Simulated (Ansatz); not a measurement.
One change: `NB(S)Br` becomes `NB(S)[SiH2][SiH3]`.

Ansatz, PBE0-D4/def2-TZVP geometries, multiplicity 1. Each molecule was computed in one conformer, which needn't be the lowest.

Scalar relativity is left out up to krypton.

```json
{"property": "LUMO energy (B3LYP/def2-TZVPP) / eV", "`NB(S)Br`": "-0.13"}
{"property": "LUMO energy (PBE/def2-TZVPP) / eV", "`NB(S)Br`": "-0.75"}
{"property": "HOMO energy (B3LYP/def2-TZVPP) / eV", "`NB(S)Br`": "-7.28"}
{"property": "HOMO–LUMO gap (PBE/def2-TZVPP) / eV", "`NB(S)Br`": "5.53"}
{"property": "HOMO–LUMO gap (PBE0/def2-TZVPP) / eV", "`NB(S)Br`": "7.70"}
{"property": "HOMO–LUMO gap (B3LYP/def2-TZVPP) / eV", "`NB(S)Br`": "7.15"}
```

Task: Give the same properties after the change, and the shifts. (Estimate.)

Result: Computed: 
| property | `NB(S)[SiH2][SiH3]` | shift |
| --- | --- | --- |
| LUMO energy (B3LYP/def2-TZVPP) / eV | -0.70 | -0.57 |
| LUMO energy (PBE/def2-TZVPP) / eV | -1.41 | -0.66 |
| HOMO energy (B3LYP/def2-TZVPP) / eV | -7.15 | 0.13 |
| HOMO–LUMO gap (PBE/def2-TZVPP) / eV | 4.78 | -0.75 |
| HOMO–LUMO gap (PBE0/def2-TZVPP) / eV | 6.84 | -0.86 |
| HOMO–LUMO gap (B3LYP/def2-TZVPP) / eV | 6.45 | -0.70 |

With PBE0 the HOMO rises by 0.14 eV and the LUMO falls by 0.72 eV, so the gap narrows by about 0.86 eV. PBE moves the HOMO by 0.10 eV and ωB97M-V by 0.16 eV.

B3LYP here is the variant with VWN-RPA as its local correlation; programs differ in this.

Spin–orbit coupling is left out; it splits and shifts lone-pair levels of the heavy atoms by tenths of an eV.
